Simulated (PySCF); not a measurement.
Start geometry of `C#CCB(F)Br` from a GFN2-xTB structure with every atom displaced at random (by about 0.01 Å) (Å):
```
atom  x, y, z in Å
C1     2.1346   -0.1433   -0.3147
C2     1.0287   -0.0401    0.1876
C3    -0.3267    0.0617    0.7442
B4    -1.3041   -0.0922   -0.4480
F5    -1.6965   -1.2934   -0.8783
Br6   -2.0690    1.3693   -1.3747
H7     3.0885   -0.1887   -0.7239
H8    -0.4039   -0.7237    1.4929
H9    -0.3937    1.0333    1.2812
```

What comes out of this run: PBE0-D3(BJ)/def2-SVP geometry optimisation, gas phase in PySCF?

```
atom  x, y, z in Å
C1     2.1046   -0.1127   -0.3781
C2     1.0335   -0.0408    0.1829
C3    -0.2916    0.0362    0.7831
B4    -1.3116   -0.0833   -0.4108
F5    -1.7209   -1.2678   -0.8088
Br6   -1.9646    1.4445   -1.3570
H7     3.0606   -0.1765   -0.8637
H8    -0.4403   -0.8014    1.4852
H9    -0.4127    0.9823    1.3324
```

The energy falls by 9.4 kJ/mol over 13 energy and gradient evaluations, the largest force component goes from 0.0434 to 4.2e-04 Eh/bohr, and the atoms move by 0.069 Å rms after alignment. The bond that changes most is C1–H7 (terminal alkyne carbon to alkyne hydrogen), which lengthens by 0.035 Å. Bonds longer at the end by more than 0.005 Å: 4 of 8; shorter: 4. Among the angles that change most is B4–C3–H8, from 114.4° to 109.7°. Rotational constants go from 4015, 1237, 1067 to 3791, 1285, 1087 MHz. The orientation of the end geometry is arbitrary; only internal coordinates are fixed.

The run used 117 basis functions and 90 SCF cycles in all.

PBE0-D3(BJ)/def2-SVP frequencies: not computed here. One conformer, not necessarily the lowest.
